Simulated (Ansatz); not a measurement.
Ansatz (a program for electronic structure) input (RI-MP2/aug-cc-pV(Q+d)Z):
A basis named .json is the Basis Set Exchange file of that set.

Ansatz 0.2 input:
```yaml
crystal:
  periodic: [false, false, false]
  atoms:
    - {symbol: C, position_ang: [1.83374137, -0.83053319, 0.19406901]}
    - {symbol: Si, position_ang: [0.13635048, -0.23992245, -0.46785465]}
    - {symbol: C, position_ang: [-0.99699907, -1.77310308, -0.27597246]}
    - {symbol: Si, position_ang: [-0.52118966, 1.81168898, 0.49332960]}
    - {symbol: H, position_ang: [1.77806046, -0.98501239, 1.27584795]}
    - {symbol: H, position_ang: [2.15831309, -1.76947906, -0.26612281]}
    - {symbol: H, position_ang: [2.60125040, -0.07435948, 0.01126411]}
    - {symbol: H, position_ang: [0.34989049, -0.15623977, -1.96247143]}
    - {symbol: H, position_ang: [-1.97712403, -1.57656171, -0.71744527]}
    - {symbol: H, position_ang: [-0.57918440, -2.67076907, -0.74704285]}
    - {symbol: H, position_ang: [-1.15473345, -1.98338928, 0.78565500]}
    - {symbol: H, position_ang: [-0.86262060, 1.12315633, 1.82725359]}
    - {symbol: H, position_ang: [-1.94655705, 1.70974081, -0.07216677]}
basis:
  gaussian:
    orbitals: aug-cc-pV_Q+d_Z.json
    fitting: {mean_field: def2-universal-jkfit, correlation: aug-cc-pVQZ-RIFIT.json}
total_charge: -1
magnetization: {spin_polarized: false}
correlation: {method: mp2, electrons: outside_noble_gas}
```

Output:

```
Functional definition: HF
integrals: 2.23 GiB planned
568 factors; integrals over basis functions are off by at most 6.3e0 eV
1.94 GiB of device memory are held for the factors and their scratch space
mean field: 4.63 GiB planned
mean field evaluation 1: about -17926.8755 eV, gradient 2.8e1 eV
mean field evaluation 2: about -17929.3412 eV, gradient 9.3e0 eV
mean field evaluation 4: about -17929.6989 eV, gradient 6.3e-1 eV
mean field -17929.70329534 eV, -658.9044429145 hartree, gradient 1.3e-6 eV, S^2 0.000000; 0 other end points of the search recorded, 0 dependent functions left out
12 core orbitals not correlated
1444 factors; their error is unknown
reference -17929.70329534 eV, -658.9044429145 hartree; 13, 13 occupied and 727, 727 virtual orbitals, 1444 factors
second order -18.50874988 eV of doubles, -0.00000000 eV of singles
Total energy: -17948.21204523 eV, -659.5846269270 hartree
```

It need not be the lowest isomer of its formula. Whether it binds its extra electron was not tested at this geometry.
